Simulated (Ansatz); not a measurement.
```xyz
6

B     0.0000    0.0000   -1.3364
C     0.0000    0.0000    0.1827
O     0.0000    0.0000    1.3146
H     0.0000   -1.1811   -1.6437
H    -1.0229    0.5906   -1.6437
H     1.0229    0.5906   -1.6437
```

Basis set: 6-31G* (spherical functions). Left uncorrelated: 3 orbitals. Charge 0, multiplicity 1.

Computed with Ansatz (development build ahead of 0.2.0); each method stands on the lowest determinant of its kind that the runs found. Restricted open shells among the atoms or ions are ROHF, correlated in semicanonical orbitals with singles.

The atomization energy at this shape (free ground-state atoms in the same class of orbitals less the molecule, no zero-point energy) of singlet CH₃BO:

```tsv
method	atomization energy
RHF	18.17 eV
```

(1) What does RHF-MP2 give?

Results:

(1) 23.31 eV.
